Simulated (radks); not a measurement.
Valence configurations of Hf (all share [Xe]). Calculated with a radial shooting solver on a logarithmic mesh with Libxc functionals: Dirac Kohn-Sham, PBE, spin-unpolarised, spherical densities, finite nucleus; open shells are shared between the two j in proportion to 2j + 1; Fermi nuclear charge, rms radius 5.347 fm. Energies are relative to 4f14 5d2 6s2; eigenvalues in eV.

| valence | E (eV) | e(4f5/2) | e(4f7/2) | e(5d3/2) | e(5d5/2) | e(6p1/2) |
|---|---|---|---|---|---|---|
| 4f14 5d2 6s2 | 0.000 | -17.760 | -16.017 | -2.968 | -2.520 | - |
| 4f14 5d1.5 6s2 6p0.5 | 0.794 | -19.398 | -17.653 | -4.090 | -3.598 | -2.172 |
| 4f14 5d1 6s2 6p1 | 1.931 | -21.164 | -19.418 | -5.279 | -4.742 | -2.654 |
| 4f14 5d3 6s1 | 2.586 | -16.397 | -14.654 | -2.241 | -1.842 | - |
| 4f14 5d2 6s1 6p1 | 3.796 | -19.205 | -17.461 | -4.159 | -3.680 | -2.377 |
| 4f14 6s2 6p2 | 5.365 | -24.970 | -23.223 | - | - | -3.591 |
| 4f13.5 5d2 6s2 6p0.5 | 8.918 | -23.328 | -21.542 | -4.725 | -4.173 | -2.209 |
| 4f13 5d3 6s2 | 17.393 | -25.579 | -23.752 | -4.059 | -3.492 | - |
| 4f13 5d2 6s2 6p1 | 20.474 | -29.293 | -27.465 | -6.672 | -6.018 | -2.747 |
| 4f13 5d3 6s1 6p1 | 21.430 | -27.059 | -25.232 | -5.342 | -4.749 | -2.429 |

NIST lists [Xe] 4f14 5d2 6s2 as the ground configuration; this level of theory agrees among the configurations tried. The energies are those of spherical spin-averaged densities, not of single terms.
